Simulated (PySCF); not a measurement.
Cd³⁺ (cadmium, charge +3) across methods

[Kr] 4d9, 2D determinant. All numbers are calculated (PySCF 2.14, scalar relativity by spin-free X2C-1e, in x2c-TZVPPall with one added diffuse shell each of s, p, d, f type (9s7p7d3f1g, 95 functions)).

| method | E (hartree) | mean ε 4p β (eV) | mean ε 4d α (eV) | mean ε 4d β (eV) | Σ⟨r²⟩ (bohr²) | ⟨S²⟩ |
| --- | --- | --- | --- | --- | --- | --- |
| UHF | -5589.15325 | -118.28 | -54.661 | -53.445 | 25.68 | 0.752 |
| PBE0 | -5591.29 | -106.23 | -48.611 | -47.689 | 25.79 | 0.751 |
| r2SCAN | -5591.63 | -103.48 | -46.683 | -45.711 | 25.75 | 0.751 |
| BHandHLYP | -5591.63 | -110.54 | -50.873 | -49.901 | 25.80 | 0.751 |
| PBE | -5591.19 | -101.75 | -46.206 | -45.367 | 25.89 | 0.750 |
| BP86 | -5592.25 | -101.84 | -46.269 | -45.456 | 25.85 | 0.750 |
| LDA | -5585.90 | -101.89 | -46.416 | -45.586 | 25.93 | 0.750 |
| TPSSh | -5591.41 | -103.93 | -47.132 | -46.273 | 25.81 | 0.751 |
| wB97M-V | -5591.25 | -108.75 | -51.079 | -50.231 | 25.84 | 0.750 |
